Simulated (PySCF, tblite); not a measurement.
A database entry of computed molecular properties. Lists by class give the value and the number of equivalent atoms.

```json
{
 "formula": "C4H9FS2Si",
 "smiles": "CC[C@@H]1CS[Si@@H](F)S1",
 "inchi": "InChI=1S/C4H9FS2Si/c1-2-4-3-6-8(5)7-4/h4,8H,2-3H2,1H3/t4-,8-/m1/s1",
 "charge": 0,
 "multiplicity": 1,
 "geometry_level": "GFN2-xTB",
 "atoms_angstrom": [
  ["C", 2.053, 0.772, -0.742],
  ["C", 0.928, -0.253, -0.712],
  ["C", 0.31, -0.4, 0.674],
  ["C", -0.741, -1.494, 0.747],
  ["S", -2.212, -1.122, -0.28],
  ["Si", -2.234, 0.967, 0.151],
  ["F", -3.474, 1.402, 1.072],
  ["S", -0.431, 1.18, 1.258],
  ["H", 1.687, 1.747, -0.43],
  ["H", 2.856, 0.478, -0.07],
  ["H", 2.456, 0.857, -1.747],
  ["H", 0.151, 0.031, -1.426],
  ["H", 1.316, -1.23, -1.012],
  ["H", 1.093, -0.618, 1.405],
  ["H", -1.085, -1.631, 1.773],
  ["H", -0.344, -2.438, 0.375],
  ["H", -2.335, 1.764, -1.046]
 ],
 "electronic_structure_code": "PySCF",
 "results": {
  "GFN2-xTB geometry": {
   "point_group": "C1",
   "rotational_constants_GHz": [1.816, 0.965, 0.764]
  },
  "PBE0/pcSseg-1 ground state and GIAO shieldings, non-relativistic": {
   "dipole_D": 2.99,
   "homo_eV": -7.27,
   "lumo_eV": -0.46,
   "shift_vs_computed_TMS_C_by_class_ppm": [
    [62.8, 1],
    [46.4, 1],
    [34.1, 1],
    [14.6, 1]
   ],
   "shift_vs_computed_TMS_H_by_class_ppm": [
    [6.03, 1],
    [3.49, 1],
    [3.29, 1],
    [2.97, 1],
    [1.37, 1],
    [1.31, 1],
    [1.14, 3]
   ],
   "shielding_other_nuclei_by_class_ppm": [
    ["F", 329.1, 1],
    ["Si", 310.5, 1],
    ["S", 567.2, 1],
    ["S", 602.2, 1]
   ],
   "charges_hirshfeld_e_by_atom": [-0.12, -0.07, -0.02, -0.07, -0.08, 0.37, -0.2, -0.07, 0.03, 0.04, 0.04, 0.03, 0.04, 0.05, 0.04, 0.05, -0.07]
  },
  "GFN2-xTB harmonic vibrations, gas phase": {
   "strongest_ir_bands_cm-1_km_per_mol_modes": [
    [527.9, 41.6, 1],
    [599.5, 197.5, 1],
    [671.4, 115.6, 1],
    [831.5, 36.6, 1],
    [837.9, 215.3, 1],
    [2435.3, 170.2, 1]
   ],
   "zpe_kcal_per_mol": 79.0
  }
 }
}
```

A dipole of 2.99 D is allowed in C1, and pure rotational transitions are dipole-allowed. With B = h/(8π²I), that is 505.379 GHz u Å² over I, the principal moments of inertia are 278.4, 523.5 and 661.4 u Å² (most abundant isotopes); the inertial defect Ic − Ia − Ib is -140.5 u Å² (zero for a rigid planar frame, negative otherwise). The rotational constants make it an asymmetric top with κ = (2B − A − C)/(A − C) = -0.62, nearer the prolate limit (−1).

 NMR classes are plain means over equivalent atoms (diastereotopic ones count apart unless rotation or inversion swaps them), as if these changed places fast; in this geometry the members of some classes differ.

One conformer stands for the species.
